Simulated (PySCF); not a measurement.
Geometry:
```
atom   x (Å)   y (Å)   z (Å)
  F1  -1.537   2.164  -0.298
  C2  -0.730   1.091  -0.152
  C3   0.592   1.167  -0.217
 Cl4   1.451   2.645  -0.495
  C5   1.386  -0.088  -0.041
 Si6   0.060  -1.438   0.231
  C7  -1.402  -0.219   0.091
  H8   2.008  -0.258  -0.920
  H9   2.072   0.025   0.800
 H10   0.052  -2.443  -0.832
 H11   0.146  -2.055   1.556
 H12  -2.015  -0.154   0.991
 H13  -2.086  -0.438  -0.731
```

Geometry: GFN2-xTB; GIAO shifts from PySCF 2.14, gas phase, non-relativistic, averaged over equivalent atoms.

At KT2/6-31G (83 basis functions, 15 s wall time on 1 thread of an Arm Neoverse V1, shared host):
```json
{"atoms": "F1", "δ (ppm)": "-134.9"}
{"atoms": "C2", "δ (ppm)": "144.7"}
{"atoms": "C3", "δ (ppm)": "109.1"}
{"atoms": "C5", "δ (ppm)": "19.6"}
{"atoms": "C7", "δ (ppm)": "14.8"}
{"atoms": "Si6", "δ (ppm)": "-42.5"}
{"atoms": "H10/H11", "δ (ppm)": "4.02"}
{"atoms": "H12/H13", "δ (ppm)": "2.17"}
{"atoms": "H8/H9", "δ (ppm)": "2.09"}
```

Shifts are taken against calculated references (same method and geometry level): $^{19}$F (129.02 ppm) against CFCl3; $^{13}$C (199.41 ppm), $^{29}$Si (429.61 ppm), $^{1}$H (33.04 ppm) against TMS.

Question: What do these become at PBE0/pcSseg-1?

Answer: 
| atoms | δ at PBE0/pcSseg-1 | change |
| --- | --- | --- |
| F1 | -100.5 | +34.4 |
| C2 | 165.2 | +20.5 |
| C3 | 121.0 | +11.9 |
| C5 | 18.8 | -0.8 |
| C7 | 14.3 | -0.5 |
| Si6 | -47.9 | -5.4 |
| H10/H11 | 4.37 | +0.35 |
| H12/H13 | 2.07 | -0.10 |
| H8/H9 | 1.95 | -0.14 |

Referencing at the same level of theory: CFCl3 for $^{19}$F (σ = 170.95 ppm); $^{13}$C (σ = 186.93 ppm) and $^{29}$Si (σ = 349.16 ppm) and $^{1}$H (σ = 31.72 ppm) against TMS.

The largest change is at F1 (vinylic fluorine). Cost: 163 basis functions, 18 s wall time on 1 thread of an Arm Neoverse V1, shared host. The order of the carbon signals is the same at both levels.

Carbons that carry Cl, above all several Cl atoms, come out too deshielded, partly because spin–orbit coupling is missing. Unscaled 19F shifts against computed CFCl3 carry errors that often reach 10 to 50 ppm.
